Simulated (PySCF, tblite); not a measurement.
Calculations on `Cc1ccpcc1C` (3,4-dimethylphosphinine), in the order of a workflow; each names the level of the geometry that it ran on. Settings lines and outputs come from a driver script.

Species: 3,4-dimethylphosphinine, C₇H₉P.
Bonds: C1–C2, C2–C3 (aromatic), C3–C4 (aromatic), C4–P5 (aromatic), P5–C6 (aromatic), C6–C7 (aromatic), C7–C8, C2–C7 (aromatic). Hydrogens: H9, H10, H11 on C1; H12 on C3; H13 on C4; H14 on C6; H15, H16, H17 on C8.

Step 1: GFN2-xTB geometry optimisation, gas phase (tblite 0.8.0) (from a force-field or distance-geometry start)
```json
{"job": {"kind": "relax", "xc": "GFN2-xTB", "basis": "xTB"}, "charge": 0, "multiplicity": 1}
```
```
step      E/eV     max force
  0    -599.98504    2.095
  1    -600.20996    1.283
  2    -600.30467    0.785
...
 76    -600.49620    0.028
 77    -600.49626    0.022
 78    -600.49629    0.014
 79    -600.49631    0.011
 80    -600.49632    0.007
```

Energy lowered by 11.8 kcal/mol over 80 steps; largest atomic force 0.007 eV/Å at the end. «max force» is the largest atomic force in eV/Å.

Hardware: one thread of an Arm Neoverse V1, no GPU (shared host). Cost: 0.55 s of wall time.

Step 2: GFN2-xTB harmonic vibrations, gas phase (tblite 0.8.0) (on the GFN2-xTB geometry)
```json
{"job": {"kind": "ir", "xc": "GFN2-xTB", "basis": "xTB"}, "charge": 0, "multiplicity": 1}
```
```
(table of modes left out)
```

45 modes from 122 to 3045 cm⁻¹ (unscaled, harmonic); zero-point energy 85.8 kcal/mol; all wavenumbers are real at this level.

On an Arm Neoverse V1 with one thread, on a shared host, this took 0.61 s of wall time.

Step 3: PBE0-D3(BJ)/def2-SVP geometry optimisation, gas phase (PySCF 2.14.0) (from the GFN2-xTB geometry)
```json
{"job": {"xc": "PBE0", "basis": "def2-SVP", "d3": "d3bj", "grid": 1, "shake": 0.01, "kind": "geom"}, "charge": 0, "multiplicity": 1}
```
```
step   0  E = -612.76258511  max force = 0.075259
step   1  E = -612.76917165  max force = 0.023156
step   2  E = -612.76967119  max force = 0.004932
step   3  E = -612.76970409  max force = 0.004769
step   4  E = -612.76979834  max force = 0.000793
step   5  E = -612.76979709  max force = 0.001110
step   6  E = -612.76980820  max force = 0.000406
optimisation converged
```

Final energy -612.76981 Eh after 6 steps; dipole 2.50 D. Energies in Eh; «max force» is the largest Cartesian gradient component in Eh/bohr.

On one thread of an Arm Neoverse V1 (shared host), this took 85 s of wall time and 0.66 GiB of memory at its peak.

Step 4: TDDFT wB97X-D/def2-SVPD, vertical, gas phase, core orbitals frozen in the response (PySCF 2.14.0, density-fitted response routines) (on the PBE0-D3(BJ)/def2-SVP geometry)
```json
{"job": {"kind": "uv", "xc": "wB97X-D", "basis": "def2-SVPD", "ip": true}, "charge": 0, "multiplicity": 1}
```
```
...
Static polarisability (au): isotropic 107.560, principal 68.861 115.227 138.592
Singlet excitations
state   eV       nm        f      main configurations
  1   4.7658    260.2   0.00391   H->L+1 0.54, H-1->L 0.43
  2   5.0805    244.0   0.16467   H->L 0.87, H-1->L+1 0.09
  3   5.1991    238.5   0.01828   H-2->L 0.98
  4   5.7829    214.4   0.00001   H-2->L+1 0.98
  5   5.9842    207.2   0.29793   H-1->L 0.52, H->L+1 0.39
  6   6.4356    192.7   0.00003   H-3->L 0.97
  7   6.5463    189.4   0.56833   H-1->L+1 0.87, H->L 0.09
  8   6.8850    180.1   0.02109   H->L+2 0.79
  9   7.0705    175.4   0.00127   H-3->L+1 0.97
 10   7.2094    172.0   0.00299   H->L+5 0.52, H->L+3 0.25, H->L+4 0.10
Triplet excitations (Tamm-Dancoff, eV): 3.2277 4.1760 4.3145 4.4347
Vertical ionisation energy (delta-SCF) = 8.5055 eV
```

HOMO -8.43 eV, LUMO 0.38 eV; lowest singlet 4.77 eV; lowest triplet 3.23 eV (Tamm–Dancoff); mean polarisability 107.6 au.

Hardware: an Arm Neoverse V1 with one thread, shared host. Cost: 3.7 min wall (grids of density and orbitals included), 1.3 GiB resident at most.

Geometry of the electronic-property runs (PBE0-D3(BJ)/def2-SVP):
```
atom  x, y, z in Å
C1    -0.736    2.386    0.071
C2     0.120    1.186   -0.212
C3     1.501    1.358   -0.367
C4     2.409    0.340   -0.633
P5     1.996   -1.333   -0.818
C6     0.280   -1.234   -0.580
C7    -0.477   -0.091   -0.317
C8    -1.965   -0.221   -0.144
H9    -1.503    2.530   -0.707
H10   -0.132    3.303    0.121
H11   -1.275    2.284    1.027
H12    1.887    2.379   -0.270
H13    3.466    0.610   -0.732
H14   -0.266   -2.183   -0.644
H15   -2.511    0.374   -0.893
H16   -2.287   -1.266   -0.241
H17   -2.289    0.145    0.844
```

 (This holds for the electronic-property runs.)

Note: wB97X-D ran without an empirical dispersion term, which enters the total energy and its gradient alone.
